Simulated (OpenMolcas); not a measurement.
Computed levels of 5s2 5p2 in ions with 50 electrons, in cm-1 above 3P0.

* Program: OpenMolcas 26.06
* Method: CASSCF
* Basis: ANO-R2
* Scalar Hamiltonian: X2C, finite nucleus
* Spin-orbit coupling: state interaction with AMFI integrals over the reference wave functions, term energies averaged over their components

Active space for each ion: 4 electrons in 8 orbitals (5s 5p 6s 6p).

| Level | Sb+ | Te2+ | Xe4+ |
| --- | --- | --- | --- |
| 3P1 | 2508 | 3924 | 7926 |
| 3P2 | 4965 | 7463 | 13363 |
| 1D2 | 13238 | 18198 | 28184 |
| 1S0 | 21822 | 28875 | 41934 |

Problem. Estimate 3P2, 1D2, 1S0 for I3+ from its neighbours Te2+ and Xe4+.

Solution. 3P2 is fine structure, which grows about as the fourth power of a screened charge, so the fourth roots are averaged: ((7463^0.25 + 13363^0.25) / 2)^4 = 10093. The calculation gives 10238, so the estimate is off by -1.4 %.
1D2 is another term, which grows about linearly with the charge: (18198 + 28184) / 2 = 23191. The calculation gives 22889, so the estimate is off by +1.3 %.
1S0 is another term, which grows about linearly with the charge: (28875 + 41934) / 2 = 35404. The calculation gives 35112, so the estimate is off by +0.8 %.

Terms from blocks run as CI alone lack orbitals of their own (holds for Sb+; Te2+). The run also gave levels led by 5s 5p2 6s, 5s2 5p 6s, which use shells meant for correlation; these and all levels above them are left out (holds for Sb+). Active for correlation alone: 6p 6s; no level in the range computed is led by a configuration that fills them, so any true level of that kind is missing (holds for Te2+; I3+; Xe4+). Only configurations of the active space appear.
